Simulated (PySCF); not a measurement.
One of the candidates below gave these computed data.

All candidates are C7H6FN.

* Triplet: lowest triplet excitation (Tamm–Dancoff): 2.83 eV [TDA PBE0/def2-SVPD]
* Rotational structure: rotational constants A, B, C: 2.460, 1.308, 1.249 GHz [GFN2-xTB]
* Dipole: 3.94 D [PBE0/def2-SVPD]
* UV, first state: lowest singlet excitation: 5.04 eV (246 nm, f = 0.229) [TDDFT PBE0/def2-SVPD]
* Polarisability: 86.2 au [PBE0/def2-SVPD]

The electronic properties come from PySCF, for the isolated species, density fitting. Levels stand in brackets. Isolated species at its GFN2-xTB geometry, gas phase.

Question: Which candidate is it?
A. `C#CC(C#C)/N=C/CF`
B. `C=C1C[C@](F)(C#N)C1=C`
C. `C=C/C(=C\C#N)C(=C)F`

Answer: B. It is `C=C1C[C@](F)(C#N)C1=C`. Numbering: `[CH2:1]=[C:2]1[CH2:3][C@:4]([F:5])([C:6]#[N:7])[C:8]1=[CH2:9]`. Its formula, C7H6FN, gives 5 degrees of unsaturation: 1 ring and 4 π bonds in the structure found. S1 is mainly HOMO→LUMO (weight 0.96); the largest Löwdin shares of the orbital it empties are 0.28 on a terminal =CH2 carbon, 0.21 on a terminal =CH2 carbon, 0.20 on a fully substituted alkene carbon and 0.15 on a fully substituted alkene carbon, of the orbital it fills 0.24 on a terminal =CH2 carbon, 0.16 on a terminal =CH2 carbon, 0.16 on a fully substituted alkene carbon and 0.12 on a fully substituted alkene carbon. The optimised geometry has point group C1 and is an asymmetric top.

The others, at the same levels:
- `C#CC(C#C)/N=C/CF` fails: its computed lowest triplet excitation (Tamm–Dancoff) is 4.28 eV (against 2.83 eV), static isotropic polarisability is 88.5 au (against 86.2 au) and rotational constant A is 2.732 GHz (against 2.460 GHz).
- `C=C/C(=C\C#N)C(=C)F` fails: its computed lowest singlet excitation is 4.57 eV (272 nm, f = 0.477) (against 5.04 eV), lowest triplet excitation (Tamm–Dancoff) is 2.52 eV (against 2.83 eV) and static isotropic polarisability is 96.7 au (against 86.2 au).

Each candidate is one conformer, not necessarily the lowest. The conformers computed, where there is a choice (atom-mapped SMILES and torsion angles):
- `[CH:1]#[C:2][CH:3]([C:4]#[CH:5])/[N:6]=[CH:7]/[CH2:8][F:9]`: C2–C3–N6–C7 122°, N6–C7–C8–F9 175°
- `[CH2:1]=[CH:2]/[C:3](=[CH:4]\[C:5]#[N:6])[C:7](=[CH2:8])[F:9]`: C1–C2–C3–C4 -151°, C2–C3–C7–C8 28°
